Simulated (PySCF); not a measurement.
# Polarisability and C₆ of Hg (mercury, neutral)

[Xe] 4f14 5d10 6s2, closed-shell 1S. Calculation: PySCF 2.14, in aug-cc-pVTZ-PP with ECP60MDF (6s6p5d3f2g, 88 functions); a scalar-relativistic core potential. Coupled (time-dependent) response in atomic units; α is the mean over directions.

```csv
method,mean α (bohr³),C₆ (like pair),S(−4)
UHF,44.93,444.2,807.7
PBE,35.29,343.9,427.2
PBE0,36.74,358.4,474.4
r2SCANh,36.99,373.7,441.4
wB97X,39.05,381.7,563.3
```

S(−4) is the Cauchy moment in α(ω) = α(0) + S(−4) ω² + …

Reference α: 33.91 ± 0.34 bohr³ (recommended; Schwerdtfeger and Nagle, table of static dipole polarizabilities (2023 update)). Published C₆: 268.0 (Gould and Bucko (2016)).

Hartree-Fock lies above the reference because it lacks correlation, which contracts the outer shell.

α(iu) at r2SCANh:

| u (hartree) | α(iu) (bohr³) |
| --- | --- |
| 0 | 36.99 |
| 0.0500 | 35.93 |
| 0.100 | 33.18 |
| 0.200 | 26.06 |
| 0.300 | 20.10 |
| 0.500 | 13.02 |
| 0.750 | 8.781 |
| 1.00 | 6.496 |
| 1.50 | 4.076 |
| 2.00 | 2.822 |
| 3.00 | 1.586 |
| 5.00 | 0.6969 |

Energies and moments cover only the electrons outside the core potential. Spin-orbit coupling, which splits the p, d and f shells strongly at this Z, is absent.
